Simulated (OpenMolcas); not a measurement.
Tb2+ among 8 point charges of -2 e arranged as a cube (Oh).

| Property | Result |
| --- | --- |
| Program | OpenMolcas 26.06 |
| Method | CASSCF |
| Basis | ANO-RCC-VTZP [8s7p5d3f2g1h] |
| Scalar Hamiltonian | DKH2, point nucleus |
| Active space | 9 electrons in 7 orbitals (4f) |
| State averaging | 2S+1 = 6 odd, 21 roots; 2S+1 = 4 odd, 128 roots kept (CI in the orbitals of an earlier block, 108 in the spin-orbit step); 2S+1 = 2 odd, 130 roots kept (CI in the orbitals of an earlier block, 41 in the spin-orbit step) |
| Spin-orbit coupling | RASSI with atomic mean-field integrals over the reference wave functions |

All point charges move together. At R = 2.91 Å the width of the lowest J multiplet is 227 cm-1, and at R = 3.12 Å it is 159 cm-1.

Question: A third run gives 330 cm-1. What distance was it run at?

Answer: With a power law R^-n the two known points give n = -ln(159 / 227) / ln(3.12 / 2.91) = 5.11. Then R = 2.91 × (227 / 330)^(1/5.11) = 2.705 Å. The run was at 2.71 Å, so the estimate is off by -0.005 Å.

High states are left out of the spin-orbit mixing, which shifts the levels that they would mix with. Point charges carry no covalency, so the field is a model and not that of real ligands. A group larger than the point group allows holds several states that coincide in this model. No measured value stands beside these numbers.
